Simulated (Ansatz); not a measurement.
Ligand exchange: how K changes with temperature for CHBrClF + BH2(CH3) ⇌ C2H4ClF + BH2Br

Species: CHBrClF (bromochlorofluoromethane) `FC(Cl)Br`, singlet; BH2(CH3), singlet; C2H4ClF (1-chloro-1-fluoroethane) `CC(F)Cl`, singlet; BH2Br `BBr`, singlet. The partners trade Br for CH3: C–Br and B–CH3 bonds give way to C–CH3 and B–Br.

The electronic reaction energy at CCSD(T)/def2-TZVPP is -135.3 kJ/mol. Shapes: PBE0-D4/def2-TZVP. Programs: Ansatz 0.2.0. Enthalpy and entropy come from rigid-rotor, harmonic-oscillator sums on unscaled PBE0-D4/def2-TZVP wavenumbers, ideal gases at 1 bar; R ln 2 is added for the mirror twin of the chiral shape of CHBrClF, C2H4ClF. Symmetry numbers: CHBrClF 1, BH2(CH3) 1, C2H4ClF 1, BH2Br 2. R = 8.3145 J/(mol K).

```
T (K)  ΔH (kJ/mol)  ΔS (J/(mol K))
  800       -131.2           -18.7
 1100       -132.0           -19.5
 1400            ?               ?
```

Q: Work out ln K at 800 and 1100 K, and from these estimate it at 1400 K.

A: 
1. 800 K: ΔG = -131.2 − 800 × (-18.7)/1000 = -116.2 kJ/mol; ln K = −ΔG/RT = +17.47.
2. 1100 K: ΔG = -132.0 − 1100 × (-19.5)/1000 = -110.5 kJ/mol; ln K = −ΔG/RT = +12.08.
3. Slope against 1000/T: (+12.08 − (+17.47))/(0.9091 − 1.2500) = +15.81, that is −ΔH/R with ΔH near -131 kJ/mol.
4. 1400 K: ln K = +17.47 + (+15.81) × (0.7143 − 1.2500) = +9.00.

The full sums give ΔH = -132.5 kJ/mol, ΔS = -19.9 J/(mol K), ΔG = -104.6 kJ/mol and ln K = +8.99 at 1400 K, so the line is off by +0.01 in ln K; without rounding the miss is +0.02, from the change of ΔH with temperature. The products are favoured over this whole range. An error of 10 kJ/mol in the energy moves ln K by 0.9 at 1400 K. Soft modes are treated as harmonic, which can err either way at these temperatures; the lowest are those of CHBrClF (224 cm⁻¹), BH2(CH3) (172 cm⁻¹), C2H4ClF (251 cm⁻¹). Relativity is left out for Br. Outer-core shells of Br are correlated, in sets that cover them unevenly.
